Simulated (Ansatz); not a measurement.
**Dissociation curves of HI (hydrogen iodide)**

The species is HI (2 atoms), meant as a singlet with charge 0. SMILES: `I`. The coordinates come from a PBE0-D4/def2-TZVP relaxation.

```xyz
2

I    -0.6839    0.2458   -0.3462
H     0.6839   -0.2458    0.3462
```

The I1–H2 distance is scanned; the parts on either side stay rigid. Basis STO-3G, 18 core orbitals frozen in the correlated methods; program Ansatz 0.2.0. FCI is exact within this basis and core. Energies in eV from each method's value at 1.610 Å; methods without a U are spin-restricted. The shape above is that at 1.610 Å.

```csv
distance (Å),HF,SVWN5,PBE,BLYP,r2SCAN,BHLYP,CCSD(T),FCI
1.610,0.00,0.00,0.00,0.00,0.00,0.00,0.00,0.00
2.012,1.49,1.03,0.97,0.94,1.10,1.27,0.98,0.98
2.415,3.89,2.80,2.68,2.58,2.92,3.34,2.41,2.41
3.220,7.46,5.26,5.03,4.87,5.40,6.31,3.50,3.50
4.025,8.97,6.11,5.85,5.68,6.24,7.48,3.59,3.59
```

Departure from the FCI curve at its largest: HF +5.38 eV at 4.03 Å; SVWN5 +2.52 eV at 4.03 Å; PBE +2.26 eV at 4.03 Å; BLYP +2.09 eV at 4.03 Å; r2SCAN +2.65 eV at 4.03 Å; BHLYP +3.89 eV at 4.03 Å; CCSD(T) within 0.005 eV. Restricted functionals keep the electrons paired too, and rise too high. Restricted Hartree–Fock keeps the electrons paired, so it rises far too high as the bond breaks.
